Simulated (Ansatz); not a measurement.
System: SnOFH2, charge 0, doublet. SnOFH2 (SMILES [O][SnH2][F], doublet).
B3LYP-D3(BJ)/def2-TZVP minimum from Ansatz (a program for electronic structure):
```xyz
5

Sn    -0.1811    -0.1931     0.0231
O      1.7405    -0.5539    -0.3384
F     -0.3626     1.7254     0.1485
H     -1.0652    -0.6517    -1.3532
H     -0.5418    -0.7934     1.5708
```
Charge 0, spin multiplicity 2.

Atomisation energy term by term, kcal/mol (programs: Ansatz). Open shells are spin-unrestricted; no spin-orbit coupling. Correlated methods leave the cores frozen (noble-gas shells, and filled d and f shells in the p block). Past Kr the def2 sets carry scalar-relativistic core potentials. CBS(X,Y): correlation extrapolated as X^-3, Hartree-Fock from the larger set. A bracket is a step between two methods taken in the basis named. Where a partner has so few electrons that a lower coupled-cluster level is exact, that level stands in. Spin-orbit terms, left out, reach several kcal/mol for Br and I, and more for heavier atoms.

| term | basis | kcal/mol |
|---|---|---|
| Hartree-Fock | def2-QZVPP | 194.83 |
| CCSD correlation | CBS(def2-TZVPP,def2-QZVPP) | 103.84 |
| (T) | CBS(def2-TZVPP,def2-QZVPP) | 7.11 |
| CCSDT(Q) - CCSD(T) | def2-SVP | 0.91 |
| sum: De |  | 306.7 |
